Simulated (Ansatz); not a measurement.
Harmonic frequencies (cm⁻¹) at PBE0-D4/def2-TZVP from Ansatz: 36, 54, 93, 184, 306, 453, 521, 586, 726, 733, 954, 955, 981, 1023, 2070, 2215, 2217, 2232.

Each molecule was computed in one conformer, which needn't be the lowest.

Q: Which molecule is it?
A. `[NH2][Ga]([NH2])[F]`
B. `[CH3][Ga]([Cl])[Cl]`
C. `[SiH3][O][GaH][Br]`
D. `[NH2][GaH][OH]`

A: C.
